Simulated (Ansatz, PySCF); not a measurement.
Reaction 2 R1 → P1 + P2, each structure at its B3LYP-D3(BJ)/def2-SVP stationary point, reached from a drawn start (curvature not checked).
R1: H3O3Sn (SMILES [OH][Sn]([OH])[OH]), charge 0, multiplicity 2.
P1, H2O2Sn (SMILES [OH][Sn][OH]) (charge 0, multiplicity 1):
```xyz
5

O      1.27952    -0.31914    -0.77728
Sn    -0.41066     0.70202    -1.17348
O     -1.34503     0.43116     0.59005
H      1.35659    -0.72678     0.09756
H     -0.88042    -0.08716     1.26305
```
P2: H4O4Sn (SMILES [OH][Sn]([OH])([OH])[OH]), charge 0, multiplicity 1.

P less R. No zero-point or thermal terms; singlets are restricted closed shells; open shells are unrestricted; no spin–orbit coupling. One arrangement of each flexible species, with no search for the lowest.

Cores are frozen in the correlated methods. In cc and def2 sets filled d and f shells under p-block atoms count as core.

Codes used: Ansatz (a first-principles code) with Gaussian orbitals; PySCF for the D3/D4 terms. Each number belongs to the level named beside it. Elements past Kr take the def2 small-core potentials, without spin–orbit coupling.

Total energies in hartree:

```json
[
 {"structure": "R1", "PBE/def2-TZVPPD": "-441.693092", "B3LYP-D3(BJ)/def2-TZVPPD": "-442.005970", "CCSD(T)/def2-TZVPPD": "-440.696239"},
 {"structure": "P1", "PBE/def2-TZVPPD": "-365.932416", "B3LYP-D3(BJ)/def2-TZVPPD": "-366.169285", "CCSD(T)/def2-TZVPPD": "-364.980755"},
 {"structure": "P2", "PBE/def2-TZVPPD": "-517.515490", "B3LYP-D3(BJ)/def2-TZVPPD": "-517.911363", "CCSD(T)/def2-TZVPPD": "-516.490571"}
]
```

Problem. Work out the reaction energy at each level in eV (1 hartree = 27.21139 eV), and say how far PBE/def2-TZVPPD lies from CCSD(T)/def2-TZVPPD.

Solution. 
- PBE/def2-TZVPPD: (-365.932416) + (-517.515490) − 2 × (-441.693092) = -0.061722 hartree = -1.680 eV
- B3LYP-D3(BJ)/def2-TZVPPD: (-366.169285) + (-517.911363) − 2 × (-442.005970) = -0.068708 hartree = -1.870 eV
- CCSD(T)/def2-TZVPPD: (-364.980755) + (-516.490571) − 2 × (-440.696239) = -0.078848 hartree = -2.146 eV
PBE/def2-TZVPPD less CCSD(T)/def2-TZVPPD: 0.466 eV. CCSD(T)/def2-TZVPPD is the level counted from, the highest shown, and no exact or measured value.
